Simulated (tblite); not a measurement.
Species: C₂H₁₂Si₄.
Atom-mapped SMILES: `[CH3:1][Si@H:2]1[CH2:3][SiH2:4][SiH2:5][SiH2:6]1` (hydrogens: H7, H8, H9 on C1; H10 on Si2; H11, H12 on C3; H13, H14 on Si4; H15, H16 on Si5; H17, H18 on Si6)

Structure optimised with GFN2-xTB, isolated species.

Task: List the bond lengths, angles and torsions at this level.

Result: 
```
               bond  length (Å)
             C1–Si2       1.904
             Si2–C3       1.919
             C3–Si4       1.915
            Si4–Si5       2.325
            Si5–Si6       2.334
            Si2–Si6       2.332
C1–H7, C1–H8, C1–H9       1.086
            Si2–H10       1.477
             C3–H11       1.092
             C3–H12       1.089
            Si4–H13       1.470
            Si4–H14       1.470
            Si5–H15       1.470
            Si5–H16       1.470
            Si6–H17       1.472
            Si6–H18       1.470
```

Bonds in one row agree within 0.01 Å and their mean is given. A selection of angles:
```
      angle  degrees
  Si2–C1–H7    111.9
   H7–C1–H8    107.6
  C1–Si2–C3    108.7
 C1–Si2–Si6    115.0
 C1–Si2–H10    106.8
 C3–Si2–Si6    104.6
 C3–Si2–H10    107.4
Si6–Si2–H10    114.0
 Si2–C3–Si4    115.9
 Si2–C3–H11    107.9
 Si2–C3–H12    109.8
 Si4–C3–H11    107.7
 Si4–C3–H12    109.5
 H11–C3–H12    105.4
 C3–Si4–Si5    104.7
 C3–Si4–H13    107.9
 C3–Si4–H14    107.6
Si5–Si4–H13    117.7
Si5–Si4–H14    113.1
H13–Si4–H14    105.4
Si4–Si5–Si6    101.6
Si4–Si5–H15    113.0
Si4–Si5–H16    111.8
Si6–Si5–H15    114.1
Si6–Si5–H16    113.8
H15–Si5–H16    102.9
Si5–Si6–H17    113.6
Si5–Si6–H18    113.6
Si2–Si6–Si5    101.1
Si2–Si6–H17    113.2
Si2–Si6–H18    112.8
H17–Si6–H18    103.0
```

Dihedral angles: C1–Si2–C3–Si4 160° (antiperiplanar); Si2–C3–Si4–Si5 -37° (synclinal); C3–Si4–Si5–Si6 18° (synperiplanar); Si4–Si5–Si6–Si2 1° (synperiplanar); C1–Si2–Si6–Si5 -139° (anticlinal).

Si2 (SiH silicon) is distorted tetrahedral (angles from 104.6° to 115.0°). Si4 (SiH2 silicon) is distorted tetrahedral (angles from 104.7° to 117.7°). The 5-membered ring Si2–C3–Si4–Si5–Si6 has internal angles of 101.1° to 115.9°; it is puckered, 0.19 Å rms from its mean plane, widest ring torsion 37°. Si5 (SiH2 silicon) is distorted tetrahedral (angles from 101.6° to 114.1°). Si6 (SiH2 silicon) is distorted tetrahedral (angles from 101.1° to 113.6°).

Point group: C1 (no symmetry element, even within 0.4 Å). Its GFN2-xTB frequencies are all real (lowest 43 cm⁻¹). The numbers are those of one conformer. 2 starts were optimised and ended at 0.00 and 0.03 kcal/mol (GFN2-xTB); the lowest of these is shown.

These are computed values.
